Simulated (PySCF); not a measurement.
**Ionisation energy along the 19-electron series**

Calculated with PySCF 2.14 and a two-component X2C-1e Hamiltonian (Gaussian nucleus, no Breit or QED terms), each ion in its own even-tempered basis scaled to its charge; GMP2 freezes [Ne] and drops the highest virtual spinors. Values in eV. NIST values: (m) measured, (s) semi-empirical, (t) theoretical.

```
  ion  configuration  GHF (spin-free)  GMP2 (spin-free)  GHF (screened spin-orbit)  GMP2 (screened spin-orbit)          NIST
Tm⁵⁰⁺       [Ar] 3d1           4429.6            4429.1                     4462.8                      4462.3  4461 ± 4 (t)
Lu⁵²⁺       [Ar] 3d1           4767.6            4767.1                     4805.6                      4805.1  4803 ± 4 (t)
```

Question: Fill in the row of Yb⁵¹⁺.

Answer: configuration: [Ar] 3d1; GHF (spin-free): 4597.6; GMP2 (spin-free): 4597.1; GHF (screened spin-orbit): 4633.1; GMP2 (screened spin-orbit): 4632.6; NIST: 4630 ± 4 (t).
